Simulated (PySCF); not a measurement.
Ga(Cl)2(NHMe) (CH4Cl2GaN), SMILES C[NH][Ga]([Cl])[Cl].

Geometry: B3LYP-D3(BJ)/def2-SVP. The structure was generated by enumeration; whether it is a known compound was not checked. Other conformers were not sampled.

Level of theory: TDA-PBE/def2-SVPD in PySCF.

Vertical excitations. Isolated molecule, no solvent. State labels are in the subgroup Cs.

```tsv
state	symmetry	energy (eV)	λ (nm)	f	main pairs
S1	A"	4.00	310	0.007	HOMO→LUMO 99 %
S2	A'	5.41	229	0.078	HOMO→LUMO+1 78 %, HOMO−3→LUMO 15 %
S3	A'	5.66	219	0.025	HOMO−1→LUMO 97 %
S4	A"	5.75	216	0.000	HOMO−2→LUMO 100 %
S5	A"	5.89	210	0.000	HOMO→LUMO+2 100 %
S6	A'	5.98	207	0.121	HOMO−3→LUMO 80 %
S7	A"	6.27	198	0.044	HOMO−4→LUMO 98 %
S8	A"	6.36	195	0.000	HOMO−1→LUMO+1 97 %
S9	A"	6.40	194	0.013	HOMO→LUMO+3 95 %
S10	A"	6.57	189	0.000	HOMO−3→LUMO+1 100 %
T1	A"	3.65	340	0	HOMO→LUMO 100 %
T2	A'	4.32	287	0	HOMO→LUMO+1 99 %
T3	A'	5.31	234	0	HOMO−1→LUMO 100 %
T4	A"	5.47	227	0	HOMO−2→LUMO 100 %
```
Triplets are in the Tamm–Dancoff approximation.
